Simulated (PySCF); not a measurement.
# Electron correlation in Ho (holmium, neutral)

[Xe] 4f10 6s2 6p1, one real determinant (an excited configuration). All numbers are calculated (PySCF 2.14, the spin-free X2C one-electron Hamiltonian (Gaussian nucleus), in x2c-TZVPPall). Frozen: [Ar] 3d10; 39 electrons correlated.

MP2 pair energies summed by pair of shells (mhartree):

| pair | energy | share (%) |
| --- | --- | --- |
| 4f-4f | -299.77 | 21.3 |
| 4d-4f | -298.63 | 21.3 |
| 4f-5p | -186.10 | 13.2 |
| 5p-5p | -119.11 | 8.5 |
| 4d-4d | -115.87 | 8.2 |
| 4d-5p | -61.98 | 4.4 |
| 4f-5s | -40.66 | 2.9 |
| 4p-4d | -39.29 | 2.8 |
| 4p-4f | -37.41 | 2.7 |
| 5p-6s | -33.89 | 2.4 |
| 5s-5p | -30.92 | 2.2 |
| 4d-5s | -23.75 | 1.7 |
| 4s-4d | -16.60 | 1.2 |
| 4f-6s | -15.78 | 1.1 |
| 4s-4f | -14.88 | 1.1 |
| 6s-6s | -11.26 | 0.8 |
| 4p-4p | -9.78 | 0.7 |
| 4p-5p | -8.28 | 0.6 |
| 6s-6p | -8.16 | 0.6 |
| 5s-5s | -5.90 | 0.4 |
| 5p-6p | -5.67 | 0.4 |
| 4p-5s | -4.40 | 0.3 |
| 4s-4p | -4.23 | 0.3 |
| 4d-6s | -3.29 | 0.2 |
| 4f-6p | -2.79 | 0.2 |
| 5s-6s | -2.13 | 0.2 |
| 4s-4s | -1.34 | 0.1 |
| 4s-5p | -0.89 | 0.1 |
| 4s-5s | -0.77 | 0.1 |
| 4d-6p | -0.74 | 0.1 |

Total MP2 correlation energy: -1405.3 mhartree.

Same-spin part -536.89 and opposite-spin part -868.37 mhartree; SCS-MP2 scales them by 1/3 and 6/5 to -1221.0 mhartree.

The basis was made for the ground configuration and has no added diffuse functions, which can raise the energy of the promoted electron.

The reference is one real determinant that mixes LS terms of this configuration.

This basis was not built for core-valence correlation, so the inner-shell part is incomplete.
